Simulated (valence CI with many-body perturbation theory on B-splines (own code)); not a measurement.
**Ni XV: calculated level list**

Method: configuration interaction combined with many-body perturbation theory (CI+MBPT): four valence electrons over a frozen Dirac-Fock core [Ne], radial functions for each j: 11 s, 11 p, 10 d, 8 f, 5 g, 2 h, with the one-electron correlation potential Σ1, the two-electron term Σ2, the three-electron term Σ3, Breit, model QED; selected CI, second order for the rest, scaled by the run's own slope (own B-spline code, finite nucleus).

No measured levels were compared; by estimate levels of excited configurations hold to 0.05 to 0.15 % of their energy, terms of the ground configuration to about 0.5 %. Among the levels kept, up to 810 cm⁻¹ of a level comes from second order outside the variational space, and about a tenth of that is noise between levels of different J, which matters for small intervals.

Levels 91 to 135 of 172, with energies above the lowest level, 3s2.3p2 3P_0. "Leading %" is the weight of the configuration and term that name the level; weights of strongly mixed levels are sums over their largest components and can fall short, so below about 35 % the name and the second component can differ from the true leading terms, or belong to a minority configuration. In the jj column 3d3/2^4 stands for four electrons in 3d with j = 3/2.

```tsv
No.	Configuration	Term	J	E (cm⁻¹)	Leading %	Second component	Leading jj
91	3s.3p2.3d	1D	2	1096600	75	11 % 3s2.3d2 3F	3s 3p3/2^2 3d5/2 (30 %)
92	3s2.3d2	3P	0	1124400	78	17 % 3s.3p2.3d 3P	3s^2 3d3/2^2 (49 %)
93	3s2.3d2	3P	1	1125500	78	17 % 3s.3p2.3d 3P	3s^2 3d3/2 3d5/2 (78 %)
94	3s2.3d2	1G	4	1126000	82	15 % 3s.3p2.3d 1G	3s^2 3d3/2 3d5/2 (63 %)
95	3s2.3d2	3P	2	1126900	71	16 % 3s.3p2.3d 3P	3s^2 3d3/2 3d5/2 (51 %)
96	3s2.3d2	1D	2	1133400	61	23 % 3s.3p2.3d 1D	3s^2 3d5/2^2 (52 %)
97	3p3.3d	1S°	0	1142300	72	25 % 3s.3p.3d2 1S°	3p1/2 3p3/2^2 3d5/2 (40 %)
98	3p3.3d	3F°	2	1144300	61	11 % 3s.3p.3d2 3F°	3p1/2^2 3p3/2 3d3/2 (45 %)
99	3p3.3d	3F°	3	1148900	50	15 % 3p3.3d 5D°	3p1/2^2 3p3/2 3d5/2 (26 %)
100	3p3.3d	3F°	4	1156800	49	33 % 3p3.3d 5D°	3p1/2 3p3/2^2 3d5/2 (56 %)
101	3p3.3d	3D°	2	1158200	60	12 % 3p3.3d 3F°	3p1/2 3p3/2^2 3d3/2 (63 %)
102	3p3.3d	5D°	0	1159600	95		3p1/2 3p3/2^2 3d3/2 (58 %)
103	3p3.3d	5D°	1	1159600	83	11 % 3p3.3d 3D°	3p1/2 3p3/2^2 3d3/2 (68 %)
104	3p3.3d	3D°	3	1159800	47	22 % 3p3.3d 3F°	3p1/2 3p3/2^2 3d3/2 (46 %)
105	3p3.3d	3D°	1	1160100	68	13 % 3p3.3d 5D°	3p1/2 3p3/2^2 3d5/2 (36 %)
106	3p3.3d	5D°	2	1161600	87	6 % 3p3.3d 3D°	3p1/2 3p3/2^2 3d3/2 (36 %)
107	3p3.3d	5D°	3	1165600	72	18 % 3p3.3d 3D°	3p1/2 3p3/2^2 3d5/2 (68 %)
108	3p3.3d	5D°	4	1167000	62	28 % 3p3.3d 3F°	3p1/2 3p3/2^2 3d5/2 (47 %)
109	3p3.3d	3G°	3	1182200	72	21 % 3s.3p.3d2 3G°	3p1/2 3p3/2^2 3d3/2 (30 %)
110	3p3.3d	3G°	4	1185700	72	21 % 3s.3p.3d2 3G°	3p1/2 3p3/2^2 3d3/2 (30 %)
111	3p3.3d	3G°	5	1189800	76	22 % 3s.3p.3d2 3G°	3p1/2 3p3/2^2 3d5/2 (76 %)
112	3s2.3d2	1S	0	1208200	78	15 % 3s.3p2.3d 1S	3s^2 3d5/2^2 (50 %)
113	3p3.3d	1D°	2	1210600	64	23 % 3s.3p.3d2 1D°	3p1/2 3p3/2^2 3d5/2 (26 %)
114	3p3.3d	1G°	4	1217000	85	7 % 3s.3p.3d2 1G°	3p1/2 3p3/2^2 3d3/2 (42 %)
115	3s.3p.3d2	5G°	2	1229700	98		3s 3p1/2 3d3/2^2 (56 %)
116	3p3.3d	1P°	1	1232000	38	35 % 3p3.3d 3D°	3p1/2^2 3p3/2 3d3/2 (37 %)
117	3s.3p.3d2	5G°	3	1233800	98		3s 3p1/2 3d3/2 3d5/2 (48 %)
118	3p3.3d	3P°	1	1238400	36	15 % 3p3.3d 3S°	3p1/2^2 3p3/2 3d5/2 (40 %)
119	3s.3p.3d2	5G°	4	1239500	98		3s 3p1/2 3d3/2 3d5/2 (44 %)
120	3p3.3d	3P°	0	1240200	74	16 % 3s.3p.3d2 3P°	3p1/2^2 3p3/2 3d3/2 (33 %)
121	3p3.3d	3P°	2	1245300	36	30 % 3p3.3d 3D°	3p1/2 3p3/2^2 3d5/2 (40 %)
122	3s.3p.3d2	5G°	5	1246900	98		3s 3p3/2 3d3/2 3d5/2 (53 %)
123	3p3.3d	3S°	1	1247900	28	27 % 3p3.3d 1P°	3p1/2 3p3/2^2 3d5/2 (54 %)
124	3p3.3d	3P°	1	1251300	49	8 % 3s.3p.3d2 3P°	3p1/2 3p3/2^2 3d3/2 (54 %)
125	3p3.3d	3P°	2	1252400	40	33 % 3p3.3d 3D°	3p1/2 3p3/2^2 3d5/2 (49 %)
126	3s.3p.3d2	5G°	6	1256800	100		3s 3p3/2 3d5/2^2 (79 %)
127	3p3.3d	3F°	3	1257700	73	9 % 3s.3p.3d2 3F°	3p1/2 3p3/2^2 3d5/2 (42 %)
128	3p3.3d	3F°	2	1258100	77	15 % 3s.3p.3d2 3F°	3p1/2 3p3/2^2 3d3/2 (55 %)
129	3p3.3d	3D°	3	1258900	55	23 % 3s.3p.3d2 3D°	3p3/2^3 3d5/2 (31 %)
130	3p3.3d	3F°	4	1262800	72	10 % 3s.3p.3d2 3F°	3p3/2^3 3d5/2 (59 %)
131	3p3.3d	3P°	2	1264300	70	15 % 3s.3p.3d2 3P°	3p3/2^3 3d5/2 (40 %)
132	3p3.3d	3P°	1	1269700	60	11 % 3p3.3d 1P°	3p3/2^3 3d3/2 (33 %)
133	3p3.3d	3P°	0	1269800	77	16 % 3s.3p.3d2 3P°	3p3/2^3 3d3/2 (60 %)
134	3s.3p.3d2	5D°	0	1286700	99		3s 3p1/2 3d3/2^2 (31 %)
135	3s.3p.3d2	5D°	1	1287300	87	9 % 3s.3p.3d2 5F°	3s 3p1/2 3d3/2 3d5/2 (52 %)
```

Names give the largest LS component (configuration and term), which can be under half, so a name can repeat, a term be missing and a line seem to break the LS rules; names also repeat where a configuration has a term twice.

Where two levels of one J and parity lie close, their mixing, g and order are uncertain.
